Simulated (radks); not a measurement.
Values are calculated unless marked as measured or tabulated.
Ionisation of neutral potassium, [Ar] 4s1, to K+, [Ar], under several functionals. Non-relativistic Kohn-Sham, spin-polarised, spherical densities, point nucleus; open shells are filled with parallel spins first; a radial shooting solver on a logarithmic mesh with Libxc functionals.

functional                                      E(K) (hartree)  Exc (hartree)  IE (eV)  -e(HOMO) (eV)  <r> HOMO (bohr)  IE error (eV)
PBEsol                                              -598.91670      -32.38958    4.374          2.534            4.928         +0.033
BLYP                                                -599.92977      -33.42827    4.438          2.404            4.875         +0.097
RPBE                                                -599.86958      -33.37047    4.426          2.508            5.019         +0.086
HCTH/407                                            -600.03422      -33.57743    4.298          2.484            5.058         -0.043
OLYP                                                -599.97383      -33.50258    4.298          2.320            5.055         -0.043
LDA (Slater exchange, Perdew-Wang correlation)      -598.19918      -31.65090    4.529          2.616            4.841         +0.189
SOGGA                                               -598.78742      -32.25876    4.321          2.474            4.973         -0.020
PBE                                                 -599.71047      -33.20591    4.449          2.534            4.947         +0.109
exchange-only B88                                   -599.14833      -32.62896    4.179          2.290            5.060         -0.161
revPBE                                              -599.82689      -33.32701    4.392          2.512            4.997         +0.052

NIST Atomic Spectra Database: 4.341 eV (measured). Closest: SOGGA. The Delta-SCF values span 0.35 eV, the total energies 1.84 hartree. The highest occupied level is 4s.
